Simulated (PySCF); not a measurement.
Geometries of 2 isomers of CH4BFO, from PBE0-D3(BJ)/def2-SVP geometry optimisation, gas phase in PySCF 2.14.0. One conformer each, no zero-point energy, no frequencies.

**Question.** Which isomer lies lower at this level?
A.
```xyz
8
angstrom
B      1.309   -0.094    0.167
O      0.241   -0.133    0.992
C     -1.092   -0.018    0.640
F     -1.273    0.133   -0.692
H      2.381   -0.215    0.710
H      1.186    0.049   -1.024
H     -1.614   -0.934    0.965
H     -1.510    0.864    1.154
```
B.
```xyz
8
angstrom
C     -1.230   -0.174    0.158
O     -0.243    0.822    0.303
B      1.060    0.602    0.092
F      1.493   -0.599   -0.286
H     -0.830   -1.088   -0.305
H     -1.643   -0.426    1.147
H     -2.044    0.222   -0.466
H      1.847    1.500    0.242
```

**Answer.** B. That is `COBF` (CH4BFO), 50.5 kcal/mol below the other.

```json
{"SMILES": "COBF", "atoms numbered as above": "[CH3:1][O:2][BH:3][F:4]", "E (Eh)": "-240.08335", "relative (kcal/mol)": "0.0", "relative (kJ/mol)": "0.0", "dipole (D)": "1.57"}
{"SMILES": "BOCF", "atoms numbered as above": "[BH2:1][O:2][CH2:3][F:4]", "E (Eh)": "-240.00281", "relative (kcal/mol)": "50.5", "relative (kJ/mol)": "211.5", "dipole (D)": "1.65"}
```

As drawn, the lower has a B–F bond, which the higher lacks.
